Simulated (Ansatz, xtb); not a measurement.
# Relative energy of two isomers of C2H12Si3

We compare X, `C[SiH2]C([SiH3])[SiH3]`, a singlet, with Y, `C[Si](C)([SiH3])[SiH3]`, a singlet. Both are isolated molecules in the gas phase, relaxed with PBE-D3(BJ)/def2-SVP, each in the lowest conformer that the search found.

Question: Estimate E(Y) − E(X) at the level CCSD(T)/def2-SVP + ΔMP2/def2-TZVPP.

Answer: Calculated at CCSD(T)/def2-SVP + ΔMP2/def2-TZVPP: E(Y) − E(X) = +14.3 kJ/mol, so structure X lies lower.

The same difference at several levels:

| level | geometry | E(Y) − E(X) (kJ/mol) | departure from the last row (kJ/mol) | job, with rough time for the two |
| --- | --- | --- | --- | --- |
| GFN2-xTB | GFN2-xTB | +51.1 | +36.8 | optimisation, 0.36 s |
| HF/STO-3G | GFN2-xTB | −36.5 | −50.8 | single point, 0.92 s |
| r2SCAN-D4/def2-SVP | GFN2-xTB | +5.4 | −8.8 | single point, 6.3 s |
| PBE-D3(BJ)/def2-SVP | PBE-D3(BJ)/def2-SVP | −16.3 | −30.6 | optimisation, 35 s |
| HF/def2-SVP | PBE-D3(BJ)/def2-SVP | +17.2 | +2.9 | part of the CCSD(T) run |
| MP2/def2-SVP | PBE-D3(BJ)/def2-SVP | +17.3 | +3.0 | part of the CCSD(T) run |
| CCSD(T)/def2-SVP | PBE-D3(BJ)/def2-SVP | +8.2 | −6.1 | single point |
| CCSD(T)/def2-SVP + ΔMP2/def2-TZVPP | PBE-D3(BJ)/def2-SVP | +14.3 |  | single point, 1.8 min |

As drawn, Y has 2 Si–Si, 2 C–H in place of 2 C–Si, 2 Si–H.

HF/STO-3G, PBE-D3(BJ)/def2-SVP put the two in the other order. The largest departure from CCSD(T)/def2-SVP + ΔMP2/def2-TZVPP is that of HF/STO-3G, 50.8 kJ/mol. The last row adds to CCSD(T) the change of the MP2 difference between the two basis sets, here +6.1 kJ/mol.

With thermal terms from frequencies at re-optimised GFN2-xTB minima (ideal gas, soft modes damped towards free rotors, one conformer each, 298.15 K, 1 atm): the zero-point term adds +10.0 kJ/mol; ΔH is +28.1 and ΔG +20.4 kJ/mol.

The correlated steps freeze 17 core orbitals. Run with Ansatz 0.2.0, xtb 6.7.1; the last row on 2 threads of Intel(R) Xeon(R) Platinum 8259CL CPU @ 2.50GHz (Skylake/Cascade Lake) on a shared host.
